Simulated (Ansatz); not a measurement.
Input file for Ansatz (a first-principles code): U-CCSD(T)/cc-pV(D+d)Z on AlFH2O (SMILES [OH][AlH][F]), a point of a bond scan (R = 0.766 Å). Files ending in .json are basis or fitting sets from the Basis Set Exchange.

Ansatz 0.2 input:
```yaml
crystal:
  periodic: [false, false, false]
  atoms:
    - {symbol: Al, position_ang: [-0.22437839, -0.36994440, 0.12139836]}
    - {symbol: H, position_ang: [-1.02851550, -1.64177396, 0.51864000]}
    - {symbol: F, position_ang: [1.24636186, -0.07531748, 0.81825782]}
    - {symbol: O, position_ang: [-0.85471535, 0.70268961, -1.01729409]}
    - {symbol: H, position_ang: [-0.51822254, 1.34645120, -1.26168793]}
basis:
  gaussian:
    orbitals: cc-pV_D+d_Z.json
correlation: {method: ccsd_t, electrons: outside_noble_gas}
scf: {omitted_lower_state_checks: [cluster_reference]}
magnetization: {spin_polarized: true, initial_magnetization: 0}
```

Predict the final total energy.

-417.9254 hartree (reference determinant -417.4689, T1 diagnostic 0.014).

How many basis functions does it have, and what does it roughly cost on one machine?

61 functions; around 5 core-seconds (rough).
